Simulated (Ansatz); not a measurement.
Basis sets compared for Zn₈O₈H₂₂. The state is a singlet with charge 0. Geometry PBE-D4/def2-SVP. Ansatz on 2 threads of AMD EPYC 7R13 on a shared host and a share (18 GiB) of an NVIDIA H100 80GB HBM3; times are rough, and most runs start from earlier orbitals.

```
atom   x (Å)   y (Å)   z (Å)
 Zn1  -0.942   0.637   3.861
  O2   1.363   2.356   2.042
  O3  -0.862   0.196   1.582
 Zn4  -0.722   1.663   0.213
 Zn5   2.571   1.284   0.796
  O6   1.132   1.342  -0.734
  O7  -2.098   0.709  -0.952
 Zn8  -2.746   0.207  -2.960
 Zn9   1.526  -0.053  -2.155
 O10  -1.094   0.824  -4.038
Zn11   0.456  -1.090   2.410
 O12   2.097  -0.699   1.280
 O13  -0.096  -2.849   1.534
Zn14  -1.789  -1.348  -1.002
Zn15   2.063  -1.941  -0.400
 O16   0.220  -1.502  -1.410
 H17  -2.345   0.039   4.229
 H18   0.086   1.875   3.985
 H19   0.689   2.915   1.574
 H20   0.844   2.049   2.888
 H21  -1.717  -0.267   1.463
 H22  -0.740   3.228   0.508
 H23   4.078   1.579   0.528
 H24   1.259   2.213  -1.161
 H25  -2.963   0.952  -0.566
 H26  -4.071   0.918  -3.389
 H27  -2.318  -1.444  -2.638
 H28   1.319   0.421  -3.660
 H29  -1.112   1.743  -4.359
 H30  -0.126   0.625  -3.820
 H31   0.464  -0.828   3.982
 H32   2.881  -1.002   1.782
 H33  -0.878  -2.685   0.920
 H34   0.633  -3.233   0.968
 H35  -2.206  -2.218   0.269
 H36   2.874  -0.960  -1.537
 H37   2.062  -3.460   0.068
 H38   0.206  -2.195  -2.101
```

Single mean-field runs in def2-SVP, def2-TZVP are fitted with def2-universal-jkfit.

Binding counts from free atoms (Zn singlet, O triplet, H doublet) in the same basis, without a counterpoise term.

| level | functions | energy (Eh) | HOMO (eV) | LUMO (eV) | binding per atom (eV) | wall time |
| --- | --- | --- | --- | --- | --- | --- |
| PBE-D4/def2-SVP | 470 | -14845.1074 | -5.82 | -1.45 | 2.86 | 8 s |
| PBE0-D4/def2-SVP | 470 | -14845.3500 | -7.05 | -0.58 | 2.79 | 7.5 s |

Estimate the rows for PBE-D4/def2-TZVP (with forces), PBE0-D4/def2-TZVP.


```json
{"level": "PBE-D4/def2-TZVP (with forces)", "functions": "764", "energy (Eh)": "-14847.9241", "HOMO (eV)": "-6.17", "LUMO (eV)": "-1.94", "binding per atom (eV)": "2.73", "wall time": "19 s"}
{"level": "PBE0-D4/def2-TZVP", "functions": "764", "energy (Eh)": "-14848.0830", "HOMO (eV)": "-7.33", "LUMO (eV)": "-1.10", "binding per atom (eV)": "2.69", "wall time": "17 s"}
```
